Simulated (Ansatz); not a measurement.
Z-matrix (Å, degrees):
```
In
H 1 1.7525
C 1 2.1791 2 120.23
H 3 1.0885 1 111.69 2 -21.75
H 3 1.0896 4 109.10 1 123.01
H 3 1.0917 4 108.01 5 116.66
C 1 2.1796 2 119.39 3 179.45
H 7 1.0885 1 111.82 2 -179.46
H 7 1.0907 8 108.69 1 -121.84
H 7 1.0908 8 108.65 9 -116.48
```
Charge 0, spin multiplicity 1.

The numbers are results of frozen-core CCSD(T)/def2-TZVPP // M06-2X/def2-TZVP (Ansatz, an electronic-structure program), not measurements.

* **HF energy**: -269.02276 Ha
* **MP2 correlation energy**: -0.66253 Ha

### Question
Estimate the CCSD correlation energy, the (T) correction, the total energy and the T1 diagnostic.

### Answer

```json
{
 "CCSD correlation energy": "-0.69144 Ha",
 "(T) correction": "-0.02347 Ha",
 "CCSD(T) total energy": "-269.73768 Ha",
 "T1 diagnostic": "0.012"
}
```
